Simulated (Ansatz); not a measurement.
Q: Name a neutral molecule of C, F, Ga, N and H with HOMO energy (ωB97M-V/def2-TZVPP) between -9.30 and -9.00 eV and HOMO–LUMO gap (ωB97M-V/def2-TZVPP) between 10.40 and 10.70 eV (Ansatz, PBE0-D4/def2-TZVP geometry).

A: `C[NH][Ga]([NH2])[F]` (-9.11 eV, 10.54 eV). Other molecules can fit too; these were computed, each in one conformer that needn't be the lowest.
